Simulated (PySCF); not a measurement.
Isomers of CH4BN. Gas-phase values, no solvent. One relaxed conformer stands for each flexible species; it need not be the lowest. Strings in code marks are SMILES.

The four lowest singlet excitations (Tamm–Dancoff). Method: ωB97X-D3(BJ)/def2-TZVP // PBE0-D3(BJ)/def2-TZVP in PySCF. Excitations are Tamm–Dancoff values on a coarser integration grid. The basis has no diffuse functions, so Rydberg states are missing or too high.

| state | energy (eV) | wavelength (nm) | oscillator strength |
|---|---|---|---|
| S1 | 4.91 | 253 | 0.000 |
| S2 | 7.08 | 175 | 0.000 |
| S3 | 7.55 | 164 | 0.006 |
| S4 | 8.08 | 153 | 1.168 |

Question: Which member gives these states?
(A) `BN=C`
(B) `B=NC`
(C) `C=BN`
(D) `[H]/B=C/N`

Answer: A, `BN=C`
